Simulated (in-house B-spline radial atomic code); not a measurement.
# Ca V (Ca4+): [He] 2s2 2p5 3s2 3p4 3d1 (an excited or competing configuration)

Computed with an all-electron radial atomic-structure program (B-spline basis): non-relativistic CAM-B3LYP, spin-polarised, spherical fractional occupations, point nucleus.

Screening seen three ways: the hydrogenic charge with the same mean radius, Z_r = [3n² - l(l+1)]/(2<r>), the one with the same energy, Z_e = n√(-2ε), and Slater's rules. Values are occupation-weighted means over spin.

```tsv
shell	electrons	ε (eV)	<r> (bohr)	Z_r	Z_e	Slater
1s	2	-4071.2	0.07729	19.41	17.30	19.70
2s	2	-508.77	0.3595	16.69	12.23	16.20
2p	5	-433.77	0.3195	15.65	11.29	16.20
3s	2	-106.96	1.065	12.67	8.41	10.30
3p	4	-86.482	1.108	11.28	7.56	10.30
3d	1	-51.495	1.197	8.77	5.84	5.00
```

The least bound orbital is 3d up at -51.5 eV, and it is also the most diffuse (<r> = 1.197 bohr). The part-filled 2p shell lies below the filled 3s shell in orbital energy.

Caution: exact exchange at fractional occupations of open shells leaves self-interaction of up to several eV.
